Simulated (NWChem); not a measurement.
## Correlation energy of N-methylmethanimine (C2H5N)

```
N
C 1 1.2642
H 2 1.1005 1 119.76
H 2 1.1112 3 116.64 1 180.00
C 1 1.4441 2 118.78 3 180.00
H 5 1.1032 1 109.26 2 122.08
H 5 1.1032 6 106.23 1 -117.75
H 5 1.1102 6 108.73 7 -116.87
```
Charge 0, spin multiplicity 1.

All runs are NWChem calculations. All single points use one geometry, from B3LYP/def2-SVP, a minimum by its harmonic frequencies.

Basis set: STO-3G. Each correlation energy counts from its own Hartree-Fock reference.

The correlated methods keep 3 core orbitals frozen. No row is a measurement; the coupled-cluster row has its own basis-set and correlation limits.

| method | correlation energy (mHa) |
|---|---|
| CCSDT | … |
| CCSD(T) | -221.7 |
| CCSD | … |
| MP2 | … |
| SCS-MP2 | … |
| CCSD+T(CCSD) | -221.8 |
| CR-CCSD(T) | -221.4 |
| CR-CCSD[T] | -221.5 |

Task: Some entries are withheld; supply them.

Result: 
- CCSDT, correlation energy (mHa): -222.1
- CCSD, correlation energy (mHa): -219.9
- MP2, correlation energy (mHa): -172.4
- SCS-MP2, correlation energy (mHa): -185.3
